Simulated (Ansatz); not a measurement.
**Loss of SiH4: Si2H4O2 → SiO2 + SiH4**

Species: Si2H4O2 `O[Si]O[SiH3]`, singlet; SiO2 (silicon dioxide molecule) `O=[Si]=O`, singlet; SiH4 `[SiH4]`, singlet. 

Shapes, held fixed at every level: PBE0-D4/def2-TZVP. Flexible molecules stand in one conformer, not always the lowest. Programs: Ansatz 0.2.0. The zero-point and thermal change to 298 K, harmonic and unscaled (PBE0-D4/def2-TZVP), is -13.2 kJ/mol.

Problem. Estimate ΔH(298 K) of this reaction.

Solution. The highest level, CCSD(T)/CBS estimate, gives ΔH(298 K) = +306.4 kJ/mol; the levels span +277.7 to +357.9. The column of differences is taken from that level and isn't an error. No measured value is set beside it here. The CBS estimate extrapolates MP2 from def2-TZVPP and def2-QZVPP and adds CCSD(T) − MP2 in the triple-zeta set, cores frozen. Times are processor times on shared x86 and Arm servers, and rough.

```tsv
level	kind	ΔH(298 K) (kJ/mol)	less CCSD(T)/CBS estimate	CPU time (sum over the molecules)
HF/def2-TZVPP	Hartree–Fock	+357.9	+51.5	–
r2SCAN-D4/def2-TZVPP	meta-GGA	+292.5	-13.9	16 s
BHLYP-D4/def2-TZVPP	global hybrid	+348.2	+41.8	11 s
r2SCAN0-D4/def2-TZVPP	global hybrid	+324.8	+18.4	15 s
MP2/def2-SVP	perturbation theory	+277.7	-28.7	–
CCSD(T)/def2-SVP	coupled cluster or CI	+296.2	-10.2	8.3 s
CCSD(T)/CBS estimate	coupled cluster or CI	+306.4	0.0	92 s
```
